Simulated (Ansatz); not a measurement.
The same atomization along the group Al, Ga, In.

Program: Ansatz. Geometries: PBE0-D4/def2-TZVP. ΔE: electronic, gas phase. CCSD(T)/CBS adds triple-zeta CCSD(T) − MP2 to the extrapolated MP2 energy (def2 sets, frozen cores). This one scheme is used for every species, atoms too. For atomizations the MP2-based limit and the directly extrapolated one differ by several kJ/mol either way, and by 10 to 25 for some Ge, Se and Sn compounds, so smaller differences from it don't rank the levels. DFT in def2-TZVPP. Open shells (•) are unrestricted, without spin–orbit coupling. Spin–orbit coupling would lower the free atoms: a little for Al, C, F, S; clearly for Ga; strongly for In. Elements past krypton have def2 core potentials. Bonds to Ga, In are less sure, by a few kJ/mol each and by 10 to 20 or more in all where they break to atoms, as the def2 sets lack core-valence functions. Scalar relativity is left out up to krypton. One conformer a species, not always the lowest.

| reaction | PBE-D4 (kJ/mol) | B2PLYP (kJ/mol) | B97M-V (kJ/mol) | MP2/CBS(def2) (kJ/mol) |
| --- | --- | --- | --- | --- |
| `C[S][Al]([CH3])[F]` → 2 C• + F• + 6 H• + Al• + S• | 4145 | 4048 | 4119 | 4172 |
| `C[S][Ga]([CH3])[F]` → 2 C• + F• + 6 H• + Ga• + S• | 3975 | 3868 | 3927 | 3992 |
| `C[S][In]([CH3])[F]` → 2 C• + F• + 6 H• + In• + S• | 3838 | 3723 | 3789 | 3844 |

Give the CCSD(T)/CBS values in the same order. (An estimate is asked.)

Computed: 4105, 3927, 3793 kJ/mol.

Largest T1 diagnostic: 0.018, for Al•.
